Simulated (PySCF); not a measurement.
Continuum solvent and chemical shifts

Cartesian coordinates in Å; atom numbers follow the order of the lines, from 1:
```xyz
20

F     1.7647    1.0082   -2.1629
C     2.4624    0.7046   -1.0274
F     3.7151    0.3265   -1.3976
Si    1.5744   -0.7342   -0.1153
N    -0.0549   -0.2823    0.2108
C    -0.7316   -0.4014    1.4995
C    -2.1056    0.2132    1.2489
C    -2.3691   -0.1427   -0.2098
C    -1.0004    0.0627   -0.8508
H     2.5517    1.6371   -0.4379
H     2.2726   -0.9830    1.1791
H     1.7111   -1.9135   -1.0286
H    -0.1848    0.1208    2.3027
H    -0.8386   -1.4580    1.8161
H    -2.8721   -0.1619    1.9424
H    -2.0544    1.3085    1.3647
H    -3.1551    0.4674   -0.6780
H    -2.6701   -1.2001   -0.2915
H    -0.8735    1.1111   -1.1804
H    -0.8580   -0.5678   -1.7461
```

GIAO PBE0/pcSseg-1 in PySCF on one PBE0-D3(BJ)/def2-SVP conformer, non-relativistic, equivalent nuclei averaged. Solvents enter as an IEF-PCM continuum (methanol with ε = 32.6, acetonitrile with ε = 35.7) around the gas-phase geometry. Shifts are referred to CFCl3, TMS computed in the same medium.

Gas phase, δ in ppm: F1/F3 -152.0, C2 123.6, C6/C9 51.4, C7/C8 30.5, Si4 -41.0, H10 5.98, H11/H12 4.65, H13/H14/H19/H20 3.07, H15/H16/H17/H18 1.68. Dipole moment 3.08 D.

(1) How does each δ change in the continuum?

(2) Which nuclei move most (in ppm), and what does the model miss?

Results:

(1) 
| atoms | environment | Δδ, methanol | Δδ, acetonitrile |
| --- | --- | --- | --- |
| F1/F3 | fluorine of a CF2 group | -2.9 | -2.9 |
| C2 | sp3 CH bonded to 2 F and Si | +2.1 | +2.1 |
| C6/C9 | sp3 CH2 bonded to N | +0.8 | +0.8 |
| C7/C8 | sp3 CH2 in a ring | +0.7 | +0.7 |
| Si4 | silicon bonded to C, N, 2 H | -0.3 | -0.3 |
| H10 | hydrogen on an sp3 CH bonded to 2 F and Si | +0.26 | +0.26 |
| H11/H12 | hydrogen on a silicon bonded to C, N | -0.03 | -0.03 |
| H13/H14/H19/H20 | hydrogen on an sp3 CH2 bonded to N | +0.01 | +0.01 |
| H15/H16/H17/H18 | hydrogen on an sp3 CH2 in a ring | +0.05 | +0.05 |

Changes are relative to the gas phase. The dipole moment becomes 3.67 D in methanol, 3.68 D in acetonitrile.

(2) F1/F3 (fluorine of a CF2 group, -2.9 ppm) in acetonitrile. A continuum only polarises the solute; specific hydrogen bonds, the anisotropy of aromatic solvents and changes of geometry or conformer are outside it.
